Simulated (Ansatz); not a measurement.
Reaction (redistribution): `[BH2][AlH][CH3]` + `B[SiH2]C(=N)O` → `[CH3][AlH][C](=N)O` + `B[SiH2]B`

Calculated with Ansatz (gas phase, PBE0-D4/def2-TZVP geometries, no zero-point term in ΔE). CBS: MP2 limit from def2 TZ/QZ plus the TZ coupled-cluster correction, frozen cores. Functionals use def2-TZVPP. B3LYP here is the variant with VWN-RPA as its local correlation; programs differ in this. Each species was taken in one conformer, which may not be the lowest.

```
             level  ΔE (kJ/mol)  difference from CCSD(T)/CBS
         r2SCAN-D4        -49.2                         -4.6
           PBE0-D4        -45.2                         -0.6
          B3LYP-D4        -44.4                          0.2
           ωB97X-V        -42.2                          2.4
            B2PLYP        -44.6                          0.0
            r2SCAN        -49.2                         -4.6
     HF/def2-TZVPP        -33.1                         11.5
    MP2/def2-TZVPP        -45.2                         -0.6
SCS-MP2/def2-TZVPP        -41.3                          3.3
   CCSD/def2-TZVPP        -41.0                          3.6
CCSD(T)/def2-TZVPP        -43.3                          1.3
     HF/def2-QZVPP        -33.3                         11.3
    MP2/def2-QZVPP        -46.0                         -1.4
SCS-MP2/def2-QZVPP        -42.2                          2.4
      HF/CBS(def2)        -33.3                         11.3
    CCSD/CBS(def2)        -42.3                          2.3
       CCSD(T)/CBS        -44.6                            0
```

Largest T1 diagnostic among the species: 0.015.

In def2-TZVPP, CCSD(T) changes the Hartree–Fock value by −10.2 kJ/mol (the triples alone add −2.3 kJ/mol) and MP2 by −12.1 kJ/mol. From PBE to PBE0 (25 % exact exchange), in def2-TZVPP and without D4, ΔE moves by +3.4 kJ/mol.
